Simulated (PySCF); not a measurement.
CH$_{12}$Ge$_{3}$OSi, singlet, at the geometry of the source list; DF-HF/6-31G** in PySCF.

PySCF was given this input:
```python
from pyscf import gto, scf

mol = gto.Mole()
mol.atom = '''
    C    -1.953700   -0.768100   -1.283800
    O    -0.578100   -0.559600   -1.309200
    Si    0.301000    0.021800   -0.068300
    Ge   -0.574900    2.119900    0.582200
    Ge    2.402200    0.123600   -1.073000
    Ge    0.230500   -1.452400    1.780700
    H    -2.477300    0.120800   -0.913000
    H    -2.196800   -1.617100   -0.636700
    H    -2.286700   -0.982200   -2.299600
    H     0.289800    2.922100    1.505800
    H    -1.891300    2.063400    1.314600
    H    -0.859200    3.072900   -0.544600
    H     2.545500    1.045800   -2.245000
    H     3.439000    0.618300   -0.107600
    H     2.961800   -1.180000   -1.552800
    H    -0.876600   -2.472700    1.771400
    H     1.464600   -2.288700    1.961600
    H     0.060200   -0.788000    3.117300
'''
mol.basis = '6-31g**'
mol.charge = 0
mol.spin = 0
mol.verbose = 4
mol.max_memory = 1800
mol.build()

mf = scf.RHF(mol)
mf = mf.density_fit(auxbasis='def2-universal-jkfit')
mf.kernel()
```

Output, abridged:

```
PySCF version 2.14.0

[INPUT] verbose = 4
[INPUT] num. atoms = 18
[INPUT] num. electrons = 136
[INPUT] charge = 0
[INPUT] spin (= nelec alpha-beta = 2S) = 0
[INPUT] symmetry False subgroup None
[INPUT] Mole.unit = angstrom
[INPUT] Symbol           X                Y                Z      unit          X                Y                Z       unit  Magmom
[...]
nuclear repulsion = 1263.51612776872
number of shells = 92
number of NR pGTOs = 474
number of NR cGTOs = 202
basis = 6-31g**
ecp = {}

******** <class 'pyscf.df.df_jk.DFRHF'> ********
method = DFRHF
initial guess = minao
damping factor = 0
level_shift factor = 0
DIIS = <class 'pyscf.scf.diis.CDIIS'>
diis_start_cycle = 1
diis_space = 8
diis_damp = 0
SCF conv_tol = 1e-09
SCF conv_tol_grad = None
SCF max_cycles = 50
direct_scf = False
Set gradient conv threshold to 3.16228e-05
Initial guess from minao.
******** <class 'pyscf.df.df.DF'> ********
auxbasis = def2-universal-jkfit
init E= -6632.43779792658
[...]
cycle= 1 E= -6633.75757734394  delta_E= -1.32  |g|= 0.628  |ddm|=  3.7
[...]
cycle= 2 E= -6633.8457965845  delta_E= -0.0882  |g|= 0.365  |ddm|= 0.804
[...]
cycle= 3 E= -6633.87036089815  delta_E= -0.0246  |g|= 0.0691  |ddm|= 0.291
[...]
cycle= 4 E= -6633.87232684975  delta_E= -0.00197  |g|= 0.0156  |ddm|= 0.114
[...]
cycle= 5 E= -6633.87242512445  delta_E= -9.83e-05  |g|= 0.00416  |ddm|= 0.0271
[...]
cycle= 6 E= -6633.87243269363  delta_E= -7.57e-06  |g|= 0.00118  |ddm|= 0.0078
[...]
cycle= 7 E= -6633.87243331051  delta_E= -6.17e-07  |g|= 0.000331  |ddm|= 0.00249
[...]
cycle= 8 E= -6633.87243335635  delta_E= -4.58e-08  |g|= 7.05e-05  |ddm|= 0.000703
[...]
cycle= 9 E= -6633.87243335957  delta_E= -3.22e-09  |g|= 1.81e-05  |ddm|= 0.000192
[...]
cycle= 10 E= -6633.87243335981  delta_E= -2.4e-10  |g|= 6.2e-06  |ddm|= 4.76e-05
[...]
Extra cycle  E= -6633.87243335985  delta_E= -3.73e-11  |g|= 2.83e-06  |ddm|= 1.35e-05
converged SCF energy = -6633.87243335985
```
